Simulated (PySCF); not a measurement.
## B⁻ (boron, charge -1) across methods

[He] 2s2 2p2, high-spin 3P determinant. Calculation: PySCF 2.14, in dyall-acv3z (15s9p4d2f, 76 functions); the spin-free X2C one-electron Hamiltonian (Gaussian nucleus).

```tsv
method	E (hartree)	mean ε 2s α (eV)	mean ε 2s β (eV)	mean ε 2p α (eV)	Σ⟨r²⟩ (bohr²)	⟨S²⟩
LDA	-24.3907	-3.681	-2.265	1.558	54.38	2.002
B97-3	-24.6739	-4.946	-3.037	1.141	47.63	2.005
r2SCAN	-24.6673	-3.959	-2.089	1.559	49.66	2.007
PBE	-24.6429	-3.676	-2.252	1.618	54.34	2.003
UHF	-24.52861	-8.507	-4.573	-0.777	39.28	2.009
PBE0	-24.6446	-4.893	-2.997	1.086	47.57	2.003
r2SCAN0	-24.6647	-5.081	-2.845	0.994	44.97	2.007
M06-2X	-24.6691	-5.884	-3.787	0.630	43.53	2.004
M06-L	-24.6725	-4.062	-2.169	1.666	52.37	2.009
```

The highest occupied level is positive at LDA, B97-3, r2SCAN, PBE, PBE0, r2SCAN0, M06-2X, M06-L: only the finite basis holds that electron, which in a density functional comes from self-interaction.
